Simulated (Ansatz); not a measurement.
Gas-phase electronic energies from Ansatz, PBE0-D4/def2-TZVP geometries. CBS: MP2 limit from def2 TZ/QZ plus the TZ coupled-cluster correction, frozen cores. DFT in def2-TZVPP. B3LYP here is the variant with VWN-RPA as its local correlation; programs differ in this. HSE06 is defined as in plane-wave codes. def2 core potentials past Kr. For Sb outer-core shells are correlated without core-valence functions, which leaves a few kJ/mol of doubt a bond. Each species was taken in one conformer, which may not be the lowest.

Consider the redistribution: `[SiH3][Sb]([SiH3])[Cl]` + `B[SiH](O)F` → `[F][Sb]([SiH3])[Cl]` + `B[SiH](O)[SiH3]`.

```json
{"level": "LDA (SPW92)", "ΔE (kJ/mol)": "127.0", "difference from CCSD(T)/CBS": "-22.5"}
{"level": "PBE-D4", "ΔE (kJ/mol)": "119.2", "difference from CCSD(T)/CBS": "-30.3"}
{"level": "revPBE-D4", "ΔE (kJ/mol)": "118.0", "difference from CCSD(T)/CBS": "-31.5"}
{"level": "BLYP-D4", "ΔE (kJ/mol)": "121.9", "difference from CCSD(T)/CBS": "-27.6"}
{"level": "r2SCAN-D4", "ΔE (kJ/mol)": "132.6", "difference from CCSD(T)/CBS": "-16.9"}
{"level": "B97M-V", "ΔE (kJ/mol)": "117.4", "difference from CCSD(T)/CBS": "-32.1"}
{"level": "PBE0-D4", "ΔE (kJ/mol)": "136.9", "difference from CCSD(T)/CBS": "-12.6"}
{"level": "B3LYP-D4", "ΔE (kJ/mol)": "136.0", "difference from CCSD(T)/CBS": "-13.5"}
{"level": "r2SCANh-D4", "ΔE (kJ/mol)": "138.7", "difference from CCSD(T)/CBS": "-10.8"}
{"level": "r2SCAN0-D4", "ΔE (kJ/mol)": "147.2", "difference from CCSD(T)/CBS": "-2.3"}
{"level": "HSE06-D4", "ΔE (kJ/mol)": "137.1", "difference from CCSD(T)/CBS": "-12.4"}
{"level": "BHLYP-D4", "ΔE (kJ/mol)": "154.0", "difference from CCSD(T)/CBS": "4.5"}
{"level": "CAM-B3LYP-D4", "ΔE (kJ/mol)": "140.5", "difference from CCSD(T)/CBS": "-9.0"}
{"level": "ωB97X-V", "ΔE (kJ/mol)": "137.8", "difference from CCSD(T)/CBS": "-11.7"}
{"level": "ωB97M-V", "ΔE (kJ/mol)": "146.2", "difference from CCSD(T)/CBS": "-3.3"}
{"level": "B2PLYP", "ΔE (kJ/mol)": "143.9", "difference from CCSD(T)/CBS": "-5.6"}
{"level": "revPBE", "ΔE (kJ/mol)": "112.8", "difference from CCSD(T)/CBS": "-36.7"}
{"level": "BLYP", "ΔE (kJ/mol)": "116.2", "difference from CCSD(T)/CBS": "-33.3"}
{"level": "r2SCAN", "ΔE (kJ/mol)": "132.0", "difference from CCSD(T)/CBS": "-17.5"}
{"level": "PBE0", "ΔE (kJ/mol)": "134.3", "difference from CCSD(T)/CBS": "-15.2"}
{"level": "B3LYP", "ΔE (kJ/mol)": "131.1", "difference from CCSD(T)/CBS": "-18.4"}
{"level": "r2SCANh", "ΔE (kJ/mol)": "138.0", "difference from CCSD(T)/CBS": "-11.5"}
{"level": "r2SCAN0", "ΔE (kJ/mol)": "146.4", "difference from CCSD(T)/CBS": "-3.1"}
{"level": "BHLYP", "ΔE (kJ/mol)": "148.3", "difference from CCSD(T)/CBS": "-1.2"}
{"level": "CAM-B3LYP", "ΔE (kJ/mol)": "137.6", "difference from CCSD(T)/CBS": "-11.9"}
{"level": "LC-ωPBE", "ΔE (kJ/mol)": "137.0", "difference from CCSD(T)/CBS": "-12.5"}
{"level": "HF/def2-SVP", "ΔE (kJ/mol)": "167.3", "difference from CCSD(T)/CBS": "17.8"}
{"level": "MP2/def2-SVP", "ΔE (kJ/mol)": "160.4", "difference from CCSD(T)/CBS": "10.9"}
{"level": "CCSD/def2-SVP", "ΔE (kJ/mol)": "154.2", "difference from CCSD(T)/CBS": "4.7"}
{"level": "CCSD(T)/def2-SVP", "ΔE (kJ/mol)": "151.7", "difference from CCSD(T)/CBS": "2.2"}
{"level": "MP2/def2-TZVPP", "ΔE (kJ/mol)": "167.4", "difference from CCSD(T)/CBS": "17.9"}
{"level": "SCS-MP2/def2-TZVPP", "ΔE (kJ/mol)": "160.7", "difference from CCSD(T)/CBS": "11.2"}
{"level": "CCSD/def2-TZVPP", "ΔE (kJ/mol)": "156.6", "difference from CCSD(T)/CBS": "7.1"}
{"level": "CCSD(T)/def2-TZVPP", "ΔE (kJ/mol)": "153.9", "difference from CCSD(T)/CBS": "4.4"}
{"level": "HF/def2-QZVPP", "ΔE (kJ/mol)": "158.8", "difference from CCSD(T)/CBS": "9.3"}
{"level": "MP2/def2-QZVPP", "ΔE (kJ/mol)": "163.3", "difference from CCSD(T)/CBS": "13.8"}
{"level": "SCS-MP2/def2-QZVPP", "ΔE (kJ/mol)": "156.9", "difference from CCSD(T)/CBS": "7.4"}
{"level": "HF/CBS(def2)", "ΔE (kJ/mol)": "158.2", "difference from CCSD(T)/CBS": "8.7"}
{"level": "MP2/CBS(def2)", "ΔE (kJ/mol)": "163.0", "difference from CCSD(T)/CBS": "13.5"}
{"level": "CCSD/CBS(def2)", "ΔE (kJ/mol)": "152.2", "difference from CCSD(T)/CBS": "2.7"}
{"level": "CCSD(T)/CBS", "ΔE (kJ/mol)": "149.5", "difference from CCSD(T)/CBS": "0"}
```

Largest T1 diagnostic among the species: 0.014.

The D4 term adds +4.9 kJ/mol with B3LYP and +2.6 kJ/mol with PBE0; it sums over pairs of atoms, weighted by their polarisabilities, and B3LYP, whose exchange is more repulsive, gets the larger term. From r2SCAN to r2SCAN0 (25 % exact exchange), in def2-TZVPP and without D4, ΔE moves by +14.4 kJ/mol.
